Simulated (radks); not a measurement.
Results of a calculation; reference values are marked as such.
Ionisation of Gd, [Xe] 4f7 5d1 6s2, to Gd+, [Xe] 4f7 5d1 6s1, under several functionals. Dirac Kohn-Sham, spin-unpolarised, spherical densities, point nucleus; open shells fill j = l - 1/2 first; a radial shooting solver on a logarithmic mesh with Libxc functionals. Known Delta-SCF values: SOGGA 6.539 eV. What does exchange-only B88 give, and what is its highest occupied eigenvalue?

Answer. 6.013 eV by Delta-SCF; the 5d3/2 eigenvalue is -1.895 eV. NIST: 6.150 eV (measured).

Beside tabulated values, note that spin-unpolarised runs miss the spin-polarisation part of the exchange energy of open shells.
